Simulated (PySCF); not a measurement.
**Computed properties of AsF2H2In, SMILES [F][In]([F])[AsH2]**

In(AsH2)(F)2 (AsF2H2In), SMILES [AsH2][In]([F])[F]. Geometry: B3LYP-D3(BJ)/def2-SVP. The structure was generated by enumeration; whether it is a known compound was not checked. The def2 effective core potentials stand for the cores of In; spin–orbit coupling is left out. One conformer was computed; it need not be the lowest. All values are computed for the isolated molecule unless a solvent is named; none is compared with measurement here.

**Structure.** The optimised structure has Cs symmetry. All 12 harmonic modes at B3LYP-D3(BJ)/def2-SVP (PySCF) are real, so it is a minimum. With heavy atoms numbered as in [In:1]([AsH2:2])([F:5])[F:6], the shortest bond between them is In1–F5 at 1.966 Å and the longest In1–As2 at 2.594 Å.

**Vibrations.** The strongest infrared lines (harmonic, unscaled, degenerate partners summed) lie at 598 cm⁻¹ (68 km/mol, F 87 %, In 11 %), 2189 cm⁻¹ (64 km/mol, H 99 %), 606 cm⁻¹ (63 km/mol, F 82 %, In 18 %). The softest mode is at 60 cm⁻¹ and the zero-point energy is 11.9 kcal/mol.

**Electronic structure.** r2SCAN/def2-TZVP (PySCF) places the frontier levels at -7.70 and -3.12 eV, a gap of 4.58 eV, and gives a dipole moment of 4.37 D and a mean polarisability of 67.1 bohr³. PBE/def2-TZVP (PySCF) at the same geometry gives -7.41 and -3.28 eV, so its gap is 0.45 eV narrower. An orbital gap is neither the optical nor the fundamental gap.

**Excitations.** TDDFT-CAM-B3LYP/def2-SVPD (PySCF) has S1 at 5.48 eV (226 nm, f = 0.302, bright); the most intense of the 10 singlets computed lies at 5.48 eV (f = 0.30). T1 (TDA) is at 4.03 eV. TDDFT-PBE/def2-SVPD (PySCF) puts S1 at 4.89 eV. No vertical singlet excitation falls in the visible range (under 3.1 eV).
